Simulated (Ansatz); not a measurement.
Input for Ansatz (a first-principles code): R-wB97X-V/def2-TZVPPD on GeH4 (SMILES [GeH4]) with ghost functions. Files ending in .json are basis or fitting sets from the Basis Set Exchange.

Ansatz 0.2 input:
```yaml
crystal:
  periodic: [false, false, false]
  atoms:
    - {symbol: Ge, position_ang: [-0.26466513, 0.02817324, 4.11481828]}
    - {symbol: H, position_ang: [-0.59783964, -0.29898185, 5.58303959]}
    - {symbol: H, position_ang: [-0.24662593, -1.29246968, 3.32676341]}
    - {symbol: H, position_ang: [1.11450060, 0.69451575, 4.05089943]}
    - {symbol: H, position_ang: [-1.34320281, 0.96042205, 3.55155316]}
basis:
  gaussian:
    orbitals: def2-TZVPPD.json
    ghost_atoms:
      - {symbol: C, position_ang: [0.49125447, -0.57724568, 0.39054414]}
      - {symbol: O, position_ang: [0.43459162, 0.47642369, 0.96143741]}
      - {symbol: H, position_ang: [0.72649524, -0.64477595, -0.68852333]}
      - {symbol: H, position_ang: [0.31122916, -1.53524066, 0.91435498]}
hamiltonian:
  xc: {name: wB97X-V}
scf: {lower_state_search: off}
```

The head of its log:

```
WARN ansatz: RAYON_NUM_THREADS=1 ignored (pool sized by the plan → 1); use --threads N
Functional definition: wB97X-V
these checks for a lower state are left out or cut short: stability, starts, cluster_reference, orbital_swaps, neighbouring_geometries, increment
integrals: 0.19 GiB planned
1092 factors; their error is unknown
integrals: 0.22 GiB planned
327 factors; integrals over basis functions are off by at most 3.8e-5 eV
mean field: 1.47 GiB planned
mean field evaluation 1: about -56577.4347 eV, gradient 1.6e1 eV
mean field evaluation 2: about -56577.5597 eV, gradient 1.5e1 eV
```

Q: Give the final energy of this run.

A: -2079.1977 hartree.
